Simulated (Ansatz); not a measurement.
Relaxation of H4OSe2Si (8 atoms, charge 0, multiplicity 1), to a largest force component of 0.02 eV/Å in at most 50 steps.

Method: RKS B3LYP-D4/def2-SVP (Ansatz).

```xyz
8
Properties=species:S:1:pos:R:3
O -0.528 0.833 -1.430
Si 0.414 0.716 -0.053
Se 1.367 -1.338 -0.064
Se -0.656 -2.375 0.123
H -0.982 1.769 -1.373
H 2.864 -1.262 0.243
H 1.486 1.759 -0.070
H -0.609 -2.310 1.653
```

Question: Where does it end, and by what steps?

Answer: The run converged. After 20 steps the energy has fallen by 2.866 eV; Se4 moved furthest, 0.86 Å.

```json
{"step": "0", "energy less start (eV)": "0.0000", "largest force component (eV/Å)": "3.218", "accepted": "yes"}
{"step": "1", "energy less start (eV)": "-1.2034", "largest force component (eV/Å)": "1.649", "accepted": "yes"}
{"step": "2", "energy less start (eV)": "-1.7107", "largest force component (eV/Å)": "1.226", "accepted": "yes"}
{"step": "3", "energy less start (eV)": "-1.9190", "largest force component (eV/Å)": "0.923", "accepted": "yes"}
{"step": "4", "energy less start (eV)": "-2.0958", "largest force component (eV/Å)": "0.890", "accepted": "yes"}
{"step": "5", "energy less start (eV)": "-2.2793", "largest force component (eV/Å)": "1.390", "accepted": "yes"}
{"step": "6", "energy less start (eV)": "-2.4867", "largest force component (eV/Å)": "1.494", "accepted": "yes"}
{"step": "7", "energy less start (eV)": "-2.7029", "largest force component (eV/Å)": "0.472", "accepted": "yes"}
{"step": "8", "energy less start (eV)": "-2.7387", "largest force component (eV/Å)": "1.950", "accepted": "yes"}
{"step": "9", "energy less start (eV)": "-2.6957", "largest force component (eV/Å)": "0.818", "accepted": "no"}
{"step": "10", "energy less start (eV)": "-2.8019", "largest force component (eV/Å)": "0.296", "accepted": "yes"}
{"step": "11", "energy less start (eV)": "-2.8265", "largest force component (eV/Å)": "0.185", "accepted": "yes"}
{"step": "12", "energy less start (eV)": "-2.8436", "largest force component (eV/Å)": "0.123", "accepted": "yes"}
{"step": "13", "energy less start (eV)": "-2.8568", "largest force component (eV/Å)": "0.081", "accepted": "yes"}
{"step": "14", "energy less start (eV)": "-2.8540", "largest force component (eV/Å)": "0.433", "accepted": "no"}
{"step": "15", "energy less start (eV)": "-2.8620", "largest force component (eV/Å)": "0.079", "accepted": "yes"}
{"step": "16", "energy less start (eV)": "-2.8633", "largest force component (eV/Å)": "0.106", "accepted": "yes"}
{"step": "17", "energy less start (eV)": "-2.8644", "largest force component (eV/Å)": "0.075", "accepted": "yes"}
{"step": "18", "energy less start (eV)": "-2.8655", "largest force component (eV/Å)": "0.065", "accepted": "yes"}
{"step": "19", "energy less start (eV)": "-2.8659", "largest force component (eV/Å)": "0.056", "accepted": "yes"}
{"step": "20", "energy less start (eV)": "-2.8661", "largest force component (eV/Å)": "0.004", "accepted": "yes"}
```

```xyz
8
Properties=species:S:1:pos:R:3
O -0.322 1.499 -1.320
Si 0.294 0.976 0.167
Se 1.372 -1.507 -0.629
Se -0.137 -2.863 0.596
H -1.281 1.398 -1.375
H 2.432 -1.422 0.404
H 1.750 1.401 -0.083
H -0.749 -1.688 1.269
```

Whether the end is a true minimum wasn't checked by a vibrational analysis.

Run time: 61 s on 2 threads of Intel(R) Xeon(R) Platinum 8488C (Sapphire Rapids) (shared host), peak memory 0.32 GiB.
